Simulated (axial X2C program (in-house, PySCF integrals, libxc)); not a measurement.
# Outer orbitals of MoP⁺ at 2.102 Å, BLYP

Calculated with an in-house all-electron X2C program for linear molecules (integrals from PySCF). Spin-free means the one-electron spin-free X2C Hamiltonian; two-component (2c) means X2C with spin–orbit coupling and atomic mean-field two-electron Coulomb and Gaunt terms, so the difference of the two also holds small scalar two-electron terms. Basis: Mo dyall-cv3z [11s12p9d5f3g], P dyall-v3z [8s7p2d1f] (cores contracted in-house); Gaussian nuclei, density fitting, unrestricted open shells. Masses: Mo 97.905 u, P 30.974 u.

The distance is close to the 2c PBE0 minimum; the highest filled and lowest empty levels are listed.

Spin-free orbitals, state M_S = 1, Λ = 0 (beyond evenly filled blocks: δ+α, δ-α) (Löwdin shares):

| symmetry | occupied | ε (eV) | atomic character |
| --- | --- | --- | --- |
| σβ | yes | -19.16 | 63% P s, 14% Mo d, 11% Mo p |
| σα | yes | -18.76 | 62% P s, 15% Mo d, 11% Mo p |
| σα | yes | -12.02 | 50% Mo d, 39% P p, 6% P s |
| π-α | yes | -11.96 | 66% Mo d, 29% P p |
| π+α | yes | -11.96 | 66% Mo d, 29% P p |
| σβ | yes | -11.83 | 56% P p, 32% Mo d, 4% Mo s |
| π-β | yes | -11.66 | 46% P p, 46% Mo d, 3% Mo p |
| π+β | yes | -11.66 | 46% P p, 46% Mo d, 3% Mo p |
| δ-α | yes | -10.97 | 99% Mo d |
| δ+α | yes | -10.97 | 99% Mo d |
| σα | no | -10.25 | 52% Mo s, 22% P p, 22% Mo d |
| σβ | no | -9.18 | 49% Mo s, 36% Mo d, 12% P p |
| δ-β | no | -9.00 | 99% Mo d |
| δ+β | no | -9.00 | 99% Mo d |

Spinors with spin–orbit coupling (state Ω = 1):

```json
{"ω": "-1/2", "occupied": "yes", "ε (eV)": "-19.16", "atomic character": "63% P s, 14% Mo d, 11% Mo p", "λ mixture": "100% σ"}
{"ω": "1/2", "occupied": "yes", "ε (eV)": "-18.77", "atomic character": "62% P s, 15% Mo d, 11% Mo p", "λ mixture": "100% σ"}
{"ω": "1/2", "occupied": "yes", "ε (eV)": "-12.02", "atomic character": "50% Mo d, 39% P p, 6% P s", "λ mixture": "99% σ, 1% π"}
{"ω": "-1/2", "occupied": "yes", "ε (eV)": "-12.00", "atomic character": "65% Mo d, 29% P p", "λ mixture": "96% π, 4% σ"}
{"ω": "3/2", "occupied": "yes", "ε (eV)": "-11.93", "atomic character": "65% Mo d, 29% P p", "λ mixture": "100% π"}
{"ω": "-1/2", "occupied": "yes", "ε (eV)": "-11.82", "atomic character": "55% P p, 33% Mo d, 4% Mo s", "λ mixture": "96% σ, 4% π"}
{"ω": "1/2", "occupied": "yes", "ε (eV)": "-11.69", "atomic character": "46% P p, 46% Mo d, 3% Mo p", "λ mixture": "99% π, 1% σ"}
{"ω": "-3/2", "occupied": "yes", "ε (eV)": "-11.64", "atomic character": "46% Mo d, 46% P p, 3% Mo p", "λ mixture": "99% π, 1% δ"}
{"ω": "-3/2", "occupied": "yes", "ε (eV)": "-11.05", "atomic character": "99% Mo d", "λ mixture": "99% δ, 1% π"}
{"ω": "5/2", "occupied": "yes", "ε (eV)": "-10.89", "atomic character": "99% Mo d", "λ mixture": "100% δ"}
{"ω": "1/2", "occupied": "no", "ε (eV)": "-10.25", "atomic character": "52% Mo s, 22% P p, 22% Mo d", "λ mixture": "100% σ"}
{"ω": "-1/2", "occupied": "no", "ε (eV)": "-9.18", "atomic character": "48% Mo s, 36% Mo d, 12% P p", "λ mixture": "99% σ, 1% π"}
{"ω": "3/2", "occupied": "no", "ε (eV)": "-9.08", "atomic character": "98% Mo d", "λ mixture": "98% δ, 2% π"}
{"ω": "-5/2", "occupied": "no", "ε (eV)": "-8.92", "atomic character": "99% Mo d", "λ mixture": "100% δ"}
```

Question: How does the gap between the highest filled and lowest empty level change from the spin-free to the 2c table?

Answer: From 0.72 to 0.64 eV at BLYP, a change of -0.08 eV.

Mulliken charges and populations of the two-component result (they depend on the basis, above all on diffuse functions):

Mo 0.74 e (s 8.12 p 18.07 d 15.04 f 0.02), P 0.26 e (s 5.90 p 8.75 d 0.08 f 0.01). ⟨Lz⟩ = 0.00 ħ and ⟨Sz⟩ = 1.00 ħ (1.29 and -0.29 on the two atoms), which add up to Ω.

The state is a single determinant with fixed occupations, the lowest that a limited PBE0 search found. Density functionals use the spin component along the axis (collinear). With several unpaired electrons one determinant need not be a pure state. Open-shell Ω = 0 determinants with evenly filled partner blocks cannot be reached by this program, so the Ω shown need not be the lowest component. The determinant is spin-polarised beyond a pure state at some levels (its spin-free form has ⟨S²⟩ too high), which makes Re and μ there less reliable.
